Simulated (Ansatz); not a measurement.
Born–Oppenheimer molecular dynamics of a periodic cell of 13 atoms, CuRe₁₂ (host Re, host structure hcp, interstitial Cu). It starts from a relaxed structure.

All numbers below come from Ansatz, DFT PBEsol, scalar-relativistic, plane waves, PAW. Settings: accuracy low, cutoff 420 eV, k mesh 3x2x3, fermi-dirac smearing 0.1 eV, no spin polarisation.

```
ensemble                      : NVE (velocity Verlet)
time step                     : 4.5 fs
steps asked                   : 250
starting velocities drawn for : 1200 K
seed                          : 628332
```

First frame:

```xyz
13
Lattice="5.5200 0.0000 0.0000 -4.1400 7.1707 0.0000 0.0000 0.0000 4.4574" Properties=species:S:1:pos:R:3
Re 0.176 0.104 0.601
Re 0.157 1.956 2.241
Re -1.324 2.469 0.056
Re -1.482 3.866 2.339
Re -2.656 4.796 0.126
Re -2.940 6.292 2.553
Re 2.583 0.197 -0.070
Re 2.730 1.611 2.160
Re 1.430 2.548 -0.022
Re 1.405 4.069 2.122
Re 0.165 4.880 -0.272
Re -0.590 6.002 1.735
Cu 4.563 0.211 3.123
```

What does the run give?

The run went to its last step.

| Quantity | Value |
| --- | --- |
| steps done | 250 |
| time covered | 1125 fs |
| mean temperature over the second half | 591 K |
| spread of the potential energy over the second half | 11.1 meV per atom |
| mean potential energy of the second half above the start | 73.0 meV per atom |

The conserved energy stayed within 0.72 meV per atom of its start (net change 0.51 meV per atom), so the integration is sound. Over the second half the temperature averaged 0.49 of the 1200 K drawn at the start: a run that starts near a minimum puts about half its kinetic energy into the potential. A run of 1.1 ps of so small a system gives no equilibrium averages. Limits of this set-up: coarse k mesh, a small cell, in which the defect meets its images, a typed lattice constant that wasn't relaxed here, low accuracy level.

What happens to the structure?

Mean squared displacements from the first frame to the last, about the centre of mass: Re 0.03 Å², Cu 0.02 Å². This is one draw of velocities; another would differ in detail.

How do temperature and energy run in time?


| time (fs) | T (K) | potential energy less start (eV) | conserved less start (meV/atom) |
| --- | --- | --- | --- |
| 0 | 1200 | 0.000 | 0.00 |
| 90 | 579 | 0.968 | 0.39 |
| 180 | 510 | 1.076 | 0.48 |
| 270 | 671 | 0.826 | 0.41 |
| 360 | 497 | 1.096 | 0.46 |
| 450 | 550 | 1.015 | 0.54 |
| 540 | 557 | 1.002 | 0.43 |
| 630 | 592 | 0.948 | 0.40 |
| 720 | 496 | 1.098 | 0.50 |
| 810 | 593 | 0.947 | 0.39 |
| 900 | 562 | 0.996 | 0.46 |
| 990 | 546 | 1.021 | 0.52 |
| 1080 | 680 | 0.812 | 0.42 |

Time of the run: 17 min on 2 threads of AMD EPYC 9R14 (Zen 4), on a shared host, peak memory 0.86 GiB.
